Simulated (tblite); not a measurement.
C7H14NP.
Cartesian coordinates in Å at the GFN2-xTB level; atoms count from 1:
```xyz
23
C7H14NP angstrom
C      3.7308    0.0840    0.1970
C      2.4360   -0.5442   -0.3027
C      1.2255    0.3374   -0.0040
C     -0.0694   -0.2852   -0.5153
P     -1.5119    0.8683   -0.2618
C     -1.8329    0.5611    1.5335
C     -2.8253   -0.3035   -0.9366
C     -4.1248    0.2023   -0.6155
N     -5.1539    0.6157   -0.3349
H      4.5782   -0.5591   -0.0272
H      3.6910    0.2370    1.2732
H      3.8950    1.0479   -0.2793
H      2.5044   -0.7077   -1.3808
H      2.2981   -1.5192    0.1713
H      1.1558    0.4999    1.0742
H      1.3621    1.3144   -0.4741
H     -0.2557   -1.2434   -0.0191
H      0.0178   -0.4688   -1.5907
H     -1.7609   -0.4988    1.7783
H     -2.8310    0.9252    1.7733
H     -1.1130    1.1215    2.1267
H     -2.7046   -1.3024   -0.5055
H     -2.7162   -0.3554   -2.0233
```

All values are computed: GFN2-xTB (tblite) harmonic vibrations without scaling, gas phase. Errors from tens to a few hundred cm⁻¹ against measured bands are possible. One conformer, not necessarily the lowest.

Harmonic wavenumbers (cm⁻¹): 36.8, 49.9, 67.0, 75.6, 117.7, 141.6, 186.6, 203.4, 227.9, 242.4, 291.0, 325.9, 377.3, 412.1, 466.6, 690.9, 715.3, 744.8, 768.2, 773.4, 795.5, 870.0, 896.2, 930.1, 938.9, 1003.4, 1031.9, 1069.0, 1071.4, 1100.8, 1115.3, 1154.2, 1209.1, 1213.6, 1263.8, 1282.5, 1308.7, 1321.8, 1365.7, 1380.0, 1416.8, 1435.6, 1447.5, 1457.1, 1493.2, 1497.8, 1503.4, 1506.2, 2399.9, 2914.4, 2923.5, 2940.2, 2952.0, 2957.2, 2970.1, 2975.2, 2978.4, 2981.6, 3011.3, 3019.7, 3033.2, 3036.2, 3041.5.

A = 4645, B = 480.0, C = 457.9 MHz; mass 143.086 u (most abundant isotopes); point group C1, symmetry number 1.

Task: Zero-point energy?

Result: Half the sum of the wavenumbers: 42564 cm⁻¹ = 121.70 kcal/mol.

Task: What is S at 200 K and 1 bar for an ideal gas of classical rigid rotors and harmonic oscillators?

Result: Translation 38.83, rotation 28.94, vibration 28.35: S = 96.1 cal/(mol K).

Task: And Cp and H(200 K) − H(0)?

Result: Cp = 34.30 cal/(mol K), of which vibrations give 26.35 (their classical limit is 63 R = 125.2); H(200 K) − H(0) = 4.52 kcal/mol without the zero-point energy, 2.93 from vibrations.

Task: What must be added to the electronic energy to get the Gibbs energy at 200 K and 1 bar?

Result: ZPE + [H(200 K) − H(0)] − T·S = 121.70 + 4.52 − 19.22 = 107.00 kcal/mol.

Task: How do the functions run with temperature in this model?

Result: 
```
 T (K)  S (cal/(mol K))  Cp (cal/(mol K))  H − H(0) (kcal/mol)  G − H(0) (kcal/mol)  ln q(vib)
    50             62.5              16.4                 0.58                -2.54       1.04
   100             76.3              23.8                 1.60                -6.03       3.02
298.15            111.8              45.0                 8.40               -24.92      10.37
373.15            122.8              53.5                12.09               -33.72      12.88
   500            140.3              66.3                19.72               -50.42      16.98
   750            171.0              85.0                38.80               -89.43      24.61
  1000            197.3              97.7                61.74              -135.54      31.66
```

q(vib) and H(0) count from the zero-point level.

Hindered rotation and anharmonicity are outside this model. Other conformers, if any are populated, would add a mixing term that is left out. The structure is chiral; the term R ln 2 for an equal mix with its mirror image is left out.

Hardware: one thread, Arm Neoverse V1 (aarch64), shared host. Cost: 1.1 s wall. This covers the Hessian and the dipole derivatives.
